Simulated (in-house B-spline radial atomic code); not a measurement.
wB97X excitations of F5+

Method: wB97X. Computed with a B-spline radial code for spherical atoms: linear response of the closed shell [He] 2s2 with the functional's adiabatic kernel; scalar-relativistic (spin-free one-electron X2C), finite nucleus, no spin-orbit coupling, no double excitations, S, P, D and F terms only.

Command:
```bash
python run_td.py task.json out
```
Settings (radii: box in bohr, nucleus in fm):
```
Z                        9
electrons                4
configuration            [He] 2s2
hamiltonian              x2c
method                   wb97x
box_radius               16.35
rms_radius               2.8976
intervals                72
```

Cost of the run: 0.5 s on 1 thread of Arm Neoverse N1 (shared host).

The lowest states, in the order of their Tamm-Dancoff energies; the method's threshold (minus the highest occupied level) is 149.53 eV. Labels give the largest channel, * marks a mixed state, and oscillator strengths are full-response dipole values. Semilocal kernels can invert the small singlet-triplet splittings of Rydberg terms. Energies in eV:

```tsv
state	full response	Tamm-Dancoff	oscillator strength
2s → 2p 3P	8.733	10.681	-
2s → 2p 1P	21.290	22.028	0.443
2s → 3s 3S	90.39	90.45	-
2s → 3s 1S	92.67	92.71	-
2s → 3p 3P	?	?	-
2s → 3p 1P	95.53	95.58	0.437
2s → 3d 3D	98.07	98.13	-
2s → 3d 1D	99.09	99.14	-
2s → 4s 3S	116.78	116.81	-
2s → 4s 1S	117.45	117.46	-
2s → 4p 3P	118.57	118.60	-
2s → 4p 1P	118.70	118.72	0.132
2s → 4d 3D	119.50	119.51	-
2s → 4d 1D	120.10	120.11	-
2s → 4f 3F	?	?	-
2s → 4f 1F	121.31	121.31	-
2s → 5s 3S	128.73	128.74	-
2s → 5s 1S	129.04	129.05	-
```

(1) Where does 2s → 3p 3P lie?

(2) Where does 2s → 4f 3F lie?

(3) How large is the singlet-triplet splitting of 2s → 2p (P terms) in Tamm-Dancoff?

(4) What polarisabilities and dispersion coefficient does the method give?

Answers

(1) At 94.93 eV in full response, 95.00 eV in Tamm-Dancoff.

(2) At 120.82 eV in full response, 120.83 eV in Tamm-Dancoff.

(3) 11.3 eV, from the unrounded values.

(4) Dipole 0.7841 bohr³, quadrupole 0.206 bohr⁵, C6 0.4063 hartree·bohr⁶ for two such species.
